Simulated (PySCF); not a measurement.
Input and output

YbH2 (singlet in the valence; each metal's 4f electrons, 14 of them, lie in its core potential, out of spins and levels). PySCF 2.14.0, RKS M06-L, Yb lcecp-0-SVP with ECP60, H def2-SVP; non-relativistic Hamiltonian with scalar-relativistic core potentials where named; density fitting; no spin-orbit coupling. Purpose: level M06-L.

```python
mol = gto.M(atom='''
Yb     0.00000     0.00000    -0.04102
H      1.87976    -0.00000     0.94289
H     -1.87976     0.00000     0.94289''',
    basis={'Yb': 'lcecp-0-SVP', 'H': 'def2-SVP'},
    ecp={'Yb': 'lcecp-0-SVP'},
    charge=0, spin=0)
mf = dft.RKS(mol, xc='M06L')
mf.grids.atom_grid = (75, 302)  # f atoms: unpruned, at least (60, 302)
mf = mf.density_fit()  # fitting sets: Yb AutoAux, H def2-universal-JKFIT
mf.conv_tol = 1e-08; mf.max_cycle = 55
mf.kernel(dm0)  # dm0: converged density of the relaxed state
mf.nuc_grad_method().kernel()
```

Run from Python with OMP_NUM_THREADS=2; the lines above give its settings. Where DIIS fails, smearing, a level shift and second-order steps follow.
It took 2.2 s on 2 threads of Intel(R) Xeon(R) Platinum 8375C CPU @ 2.90GHz (Ice Lake) (shared host), from an already converged density.

Question: What does the SCF print?

Answer: 
```
init E= -34.1311476699881
cycle= 1 E= -34.133332223784  delta_E= -0.00218  |g|= 0.0214  |ddm|= 0.185
cycle= 2 E= -34.1334863424331  delta_E= -0.000154  |g|= 0.0127  |ddm|= 0.09
cycle= 3 E= -34.1335928774115  delta_E= -0.000107  |g|= 0.00187  |ddm|= 0.0353
cycle= 4 E= -34.133594778533  delta_E= -1.9e-06  |g|= 0.000237  |ddm|= 0.00557
cycle= 5 E= -34.1335948048705  delta_E= -2.63e-08  |g|= 2.82e-05  |ddm|= 0.000694
cycle= 6 E= -34.1335948053994  delta_E= -5.29e-10  |g|= 4.81e-06  |ddm|= 7.85e-05
Extra cycle  E= -34.1335948054097  delta_E= -1.03e-11  |g|= 1.83e-06  |ddm|= 2.15e-05
converged SCF energy = -34.1335948054097
```

The 4f levels lie in the core potential and are missing.

Question: What are the Mulliken charges and spins?

Answer: 
```tsv
atom	charge (e)	spin (e)
Yb1	0.426	0.000
H2	-0.213	0.000
H3	-0.213	0.000
```

Question: What forces act on the atoms (eV/Å)?

Answer: 
```
Yb   0.00  0.00  0.07
H    0.03  0.00 -0.04
H   -0.03  0.00 -0.04
```
Forces carry noise of the integration grid, about 0.01 to 0.03 eV/Å.

The geometry was relaxed with PBE0 (Yb lcecp-0-SVP with ECP60, H def2-SVP).

An lcecp potential fixes the number of 4f electrons, so in runs with it no electron can move into or out of that shell.
